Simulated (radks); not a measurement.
Excited configurations of Sr III: one electron is placed in a higher orbital outside [Ar] 3d10 4s2 4p5. The ground configuration is [Kr]. All-electron calculation, Dirac Kohn-Sham, BLYP, spin-unpolarised, spherical densities, point nucleus; open shells are shared between the two j in proportion to 2j + 1. Program: a radial shooting solver on a logarithmic mesh with Libxc functionals. Excitation = E - E(ground); binding = E(ion) - E, where the ion is the core of charge +3; n* = 3/sqrt(2 binding) in atomic units, and the quantum defect is n - n*. Eigenvalue and <r> are those of j = l + 1/2.

| outer orbital | excitation (eV) | binding (eV) | n* | quantum defect | eigenvalue (eV) | <r> (bohr) |
|---|---|---|---|---|---|---|
| 4d | 23.532 | 19.559 | 2.502 | 1.498 | -14.766 | 2.352 |
| 6s | 33.138 | 9.953 | 3.508 | 2.492 | -8.465 | 6.359 |
| 6p | 34.668 | 8.423 | 3.813 | 2.187 | -7.071 | 7.230 |
| 7s | 36.911 | 6.180 | 4.451 | 2.549 | -5.300 | 10.21 |
| 7p | 37.653 | 5.438 | 4.745 | 2.255 | -4.625 | 11.33 |
| 7d | 38.878 | 4.213 | 5.391 | 1.609 | -3.561 | 14.09 |

Estimate the row for 5s.

Answer. excitation (eV) 23.982; binding (eV) 19.109; n* 2.531; quantum defect 2.469; eigenvalue (eV) -15.905; <r> (bohr) 3.358. The Delta-SCF ionisation energy is 43.091 eV (NIST Atomic Spectra Database: 42.884 eV, measured). Self-interaction in the functional shifts the binding energies and quantum defects, so they are the method's values and not measured ones. Spin polarisation and multiplet splitting are left out, so open shells lie too high by an amount that depends on their filling. Sharing an open shell by 2j + 1 raises it above the true ground level by a part of the spin-orbit splitting, which enters the differences from NIST.

Beside tabulated values, note that spin-unpolarised runs miss the spin-polarisation part of the exchange energy of open shells.
